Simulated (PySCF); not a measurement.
## Choosing a basis for TDDFT

CH9GeN3.
SMILES with atom numbers: `[CH3:1][NH:2][GeH:3]([NH2:4])[NH2:5]` (hydrogens: H6, H7, H8 on C1; H9 on N2; H10 on Ge3; H11, H12 on N4; H13, H14 on N5)

TDDFT with PBE0 (PySCF), vertical singlets, core orbitals frozen in the response, spherical d and f functions. Isolated species at its PBE0-D3(BJ)/def2-SVP geometry (one conformer only). The PBE0/6-31G* calculation is non-relativistic and has no spin–orbit coupling, an omission that weighs most on germanium.

```csv
basis,functions,diffuse,S1 (eV),S2 (eV),S3 (eV),S4 (eV),S5 (eV),LUMO (eV),α (au)
6-31G*,106,no,6.47,6.79,6.95,6.97,7.20,1.72,55.5
def2-SVP,133,no,6.33,6.86,6.96,7.11,7.22,1.47,56.5
def2-SVPD,190,yes,5.66,6.34,6.42,6.50,6.70,0.42,69.0
aug-cc-pVDZ,209,yes,5.12,5.57,5.71,5.89,5.99,-0.23,71.6
def2-TZVP,226,no,5.93,6.47,6.60,6.71,6.89,0.82,64.6
def2-TZVPD,283,yes,5.40,5.98,6.12,6.20,6.42,0.13,70.9
```

Question: How much do these states and the polarisability depend on the basis?

Answer: States are compared by their number. Against the largest diffuse basis here (def2-TZVPD, itself not a converged limit), sets without diffuse functions differ by up to 1.07 eV in S1 and 0.80 eV in S5; the smaller diffuse sets differ by up to 0.29 and 0.43 eV. State by state, the largest deviation of a set without diffuse functions is S1 1.07, S2 0.88, S3 0.84, S4 0.91, S5 0.80 eV. The same number needn't mean the same state in each row. Against def2-TZVPD the polarisability deviates by -22% in 6-31G*, -20% in def2-SVP, -3% in def2-SVPD, +1% in aug-cc-pVDZ, -9% in def2-TZVP.

Without π bonds the low states are Rydberg-like; a valence basis with one diffuse set may place them up to an eV too high.
